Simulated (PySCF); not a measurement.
SMILES BCCO[SiH3] (C2H9BOSi), GFN2-xTB optimised geometry.

```
14

B      1.36    -1.35     0.00
C     -0.22    -1.35     0.00
C     -0.86     0.05     0.00
O     -0.62     0.72     1.20
Si     0.79     1.12     1.88
H      1.95    -2.21     0.53
H      1.93    -0.58    -0.67
H     -0.55    -1.85    -0.91
H     -0.65    -1.91     0.83
H     -1.95    -0.03    -0.10
H     -0.47     0.64    -0.84
H      1.70    -0.04     1.89
H      1.46     2.21     1.16
H      0.32     1.52     3.20
```

Density from CAM-B3LYP/def2-TZVP (PySCF) at that geometry.

Minimum of the electron density along straight lines between bonded atoms, close to the bond critical point (lines longer than 1.1 times the sum of covalent radii, or with two minima, are not listed):

```
bond     length / Å  ρ at the minimum / e bohr⁻³  ∇²ρ there / e bohr⁻⁵  position (fraction from the first atom)
-------  ----------  ---------------------------  --------------------  ---------------------------------------
B1–C2         1.576                        0.189                 -0.35                                     0.33
C2–C3         1.532                        0.247                 -0.62                                     0.49
C3–O4         1.399                        0.261                 -0.51                                     0.35
O4–Si5        1.613                        0.147                  0.94                                     0.59
B1–H6         1.169                        0.195                 -0.39                                     0.44
B1–H7         1.170                        0.193                 -0.37                                     0.44
C2–H8         1.095                        0.268                 -0.88                                     0.64
C2–H9         1.092                        0.277                 -0.94                                     0.64
C3–H10        1.097                        0.286                 -1.03                                     0.65
C3–H11        1.097                        0.285                 -1.01                                     0.65
Si5–H12       1.475                        0.123                  0.16                                     0.49
Si5–H13       1.467                        0.127                  0.16                                     0.49
Si5–H14       1.453                        0.130                  0.18                                     0.49
```
